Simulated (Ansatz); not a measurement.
Geometry optimisation, RKS BHLYP-D4/def2-SVP in Ansatz 0.2.0.

The input (input.yaml):

```yaml
crystal:
  periodic: [false, false, false]
  atoms:
    - { symbol: Ga, position_ang: [0.0, 0.0, 0.0] }
    - { symbol: Cl, position_ang: [0.0, 0.0, 2.59] }
    - { symbol: H, position_ang: [1.3596, 0.0, -0.785] }
    - { symbol: H, position_ang: [-1.3596, 0.0, -0.785] }
    - { symbol: F, position_ang: [0.0836, -1.8961, 0.6306] }
    - { symbol: H, position_ang: [0.0624, -1.4154, 1.7691] }
basis:
  gaussian: { orbitals: def2-SVP }
hamiltonian:
  xc: { name: BHLYP }
  dispersion: d4
relax:
  f_tol: 0.15
  max_steps: 25
  restrain:
    - { distance: [0, 4], at: 2.9, k: 30.0 }
    - { distance: [5, 1], at: 2.57, k: 30.0 }
    - { distance: [0, 1], at: 2.24, k: 30.0 }
    - { distance: [5, 4], at: 0.92, k: 30.0 }
```

Command:

```bash
$ ansatz run input.yaml --threads 1 --pin off --max-ram 2048MiB --backend cpu --events-out ev --progress --plain --runs-dir out
```

Q: Where does it end, and by what steps?

A: The forces met the threshold. The restraints hold the end off the free minimum; the threshold counts their pulls, which the force column leaves out. Restrained pairs: Ga1–F5 (2.00 → 2.89 Å), Cl2–H6 (1.64 → 2.57 Å), Ga1–Cl2 (2.59 → 2.22 Å), F5–H6 (1.24 → 0.92 Å). After 6 steps the energy has fallen by 0.838 eV (the restraints' own energy left out); H6 moved furthest, 0.68 Å.

```tsv
step	energy less start (eV)	largest force component (eV/Å)	accepted
0	0.0000	2.100	yes
1	-0.1700	3.050	yes
2	-0.3061	2.145	yes
3	-0.4473	1.653	yes
4	-0.8096	0.661	yes
5	-0.8353	0.581	yes
6	-0.8377	0.559	yes
```

```xyz
6
Properties=species:S:1:pos:R:3
Ga -0.003 0.264 -0.046
Cl -0.002 0.438 2.172
H 1.410 0.306 -0.675
H -1.421 0.236 -0.666
F 0.085 -2.466 0.898
H 0.078 -2.090 1.738
```

Time of the run: 23 s on 1 thread of Arm Neoverse V1, on a shared host, peak memory 0.16 GiB.
